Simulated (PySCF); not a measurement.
## Potential energy of ZnP along the bond

Set-up: PySCF, no relativity, basis sets Zn def2-SVP, P def2-SVP. Energies in eV from Zn + P in their ground configurations at the same level. State: ⁴Σ⁻ (quartet), unpaired electrons σ ↑, π ↑↑.

All columns are PBE0. A positive dipole means Zn(−)P(+).

| R (Å) | E (eV) | μ (D) | Mulliken charge on Zn (basis-dependent) | HOMO (eV) | LUMO (eV) | Mayer bond order | ⟨S²⟩ |
| --- | --- | --- | --- | --- | --- | --- | --- |
| 2.126 | -0.108 | -1.04 | 0.09 | -4.97 | -2.93 | 1.05 | 3.76 |
| 2.225 | -0.322 | -1.19 | 0.11 | -5.05 | -2.78 | 0.98 | 3.76 |
| 2.324 | -0.431 | -1.30 | 0.13 | -5.12 | -2.65 | 0.91 | 3.76 |
| 2.398 | -0.465 | -1.37 | 0.14 | -5.18 | -2.56 | 0.85 | 3.76 |
| 2.472 | -0.471 | -1.41 | 0.14 | -5.24 | -2.49 | 0.80 | 3.76 |
| 2.546 | -0.459 | -1.42 | 0.14 | -5.30 | -2.42 | 0.74 | 3.76 |
| 2.645 | -0.425 | -1.41 | 0.14 | -5.38 | -2.40 | 0.66 | 3.76 |
| 2.769 | -0.369 | -1.33 | 0.13 | -5.49 | -2.46 | 0.57 | 3.76 |
| 2.917 | -0.298 | -1.19 | 0.11 | -5.62 | -2.50 | 0.46 | 3.76 |
| 3.115 | -0.216 | -0.95 | 0.09 | -5.78 | -2.52 | 0.33 | 3.76 |

A fit through these points gives, at Re = 2.457 Å, μ = -1.40 D and dμ/dR = -0.441 D/Å; the reduced mass is 20.86 u.

**Question.** How strong is the fundamental in the double-harmonic approximation, I = 42.26·(dμ/dR)²/μred km/mol?

**Answer.** I = 42.26·(-0.441)²/20.86 = 0.394 km/mol at PBE0.

The state is the lowest determinant that a PBE0 search found; another state may lie lower at other levels.
